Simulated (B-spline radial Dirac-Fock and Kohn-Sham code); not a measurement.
Photoemission from Cu⁴⁺ at 1180 eV, detector at θ = 54.7°, φ = 0°

System: the Cu⁴⁺ ion, [Ar] 3d7. Method: Dirac-Hartree-Slater photoionisation with a Latter tail; cross sections with all multipoles, angular parameters from the dipole term and its interference with E2. Computed with a B-spline atomic structure program. Thresholds are orbital energies of the model. For linearly polarised light dσ/dΩ = σ/(4π) [1 + β P₂(cos θ) + (δ + γ cos²θ) sin θ cos φ], with θ from the polarisation vector and φ the angle between the beam and the projection of the electron momentum on the plane normal to the polarisation. The dipole factor is 1 + βP₂ and the non-dipole term is the rest of the bracket. Open shells are filled statistically over j.

Input file task.json (cfg lists n, l and occupation; rrms is the nuclear radius in fm):

```json
{"items": [{
  "Z": 29,
  "q": 4,
  "cfg": [[1, 0, 2], [2, 0, 2], [2, 1, 6], [3, 0, 2], [3, 1, 6], [3, 2, 7]],
  "A": 63,
  "rrms": 3.8823,
  "do": "xps",
  "hv": [58.1, 60, 73.4, 90.0, 101.0, 104.0, 161.0, 200, 300, 318.0, 358.0, 489.0, 577.0, 751.0, 769.0, 990.0, 1180.0, 1200.0, 1253.6, 1570.0, 1760.0, 2000, 2590.0, 3450.0, 4000, 4530.0, 5414.7, 8047.8, 8480.0, 9960.0]
}]}
```

Command: `python xray2_run.py task.json out`

```
subshell  threshold (eV)  σ (kb)     β      γ      δ  dipole factor  non-dipole term  dσ/dΩ (kb/sr)
      2s          1165.0     107  2.00   0.80  0.000          1.002           +0.219           10.4
   2p1/2          1037.3     213  1.22  -0.11  0.009          1.001           -0.023           16.6
   2p3/2          1016.1     414  1.26  -0.10  0.011          1.001           -0.019           32.3
      3s           195.3    20.9  2.00  -0.06  0.000          1.002           -0.017           1.64
   3p1/2           154.0    21.2  1.57   0.21  0.010          1.001           +0.065           1.80
   3p3/2           151.1    41.1  1.58   0.21  0.010          1.001           +0.067           3.50
   3d3/2           81.21    6.65  1.06   0.49  0.079          1.001           +0.198          0.635
   3d5/2           80.81    9.75  1.05   0.49  0.080          1.001           +0.199          0.931
```
